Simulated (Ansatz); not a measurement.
Consider the substitution at a C–O bond: `CO[SiH](O)O[SiH2]O` + `[SiH3][AsH2]` → `C[AsH][SiH3]` + `O[SiH2]O[SiH](O)O`.

Computed with Ansatz on PBE0-D4/def2-TZVP structures; ΔE is electronic, products minus reactants. CCSD(T)/CBS adds triple-zeta CCSD(T) − MP2 to the extrapolated MP2 energy (def2 sets, frozen cores). Functionals use def2-TZVPP. B3LYP here is the variant with VWN-RPA as its local correlation; programs differ in this. For As outer-core shells are correlated without core-valence functions, which leaves a few kJ/mol of doubt a bond. Scalar relativity is left out up to krypton. Each species was taken in one conformer, which may not be the lowest.

CCSD(T)/CBS gives -64.4 kJ/mol.

Problem. Another level gave -62.7 kJ/mol. Which?
A. B3LYP-D4/def2-TZVPP
B. HF/def2-TZVPP
C. CCSD(T)/def2-TZVPP
D. MP2/def2-TZVPP

Solution. C. CCSD(T)/def2-TZVPP -62.7, B3LYP-D4 -56.1, MP2/def2-TZVPP -71.4, HF/def2-TZVPP -48.5 kJ/mol.

Largest T1 diagnostic among the species: 0.012.

In def2-TZVPP, CCSD(T) changes the Hartree–Fock value by −14.2 kJ/mol (the triples alone add −1.6 kJ/mol) and MP2 by −22.9 kJ/mol.
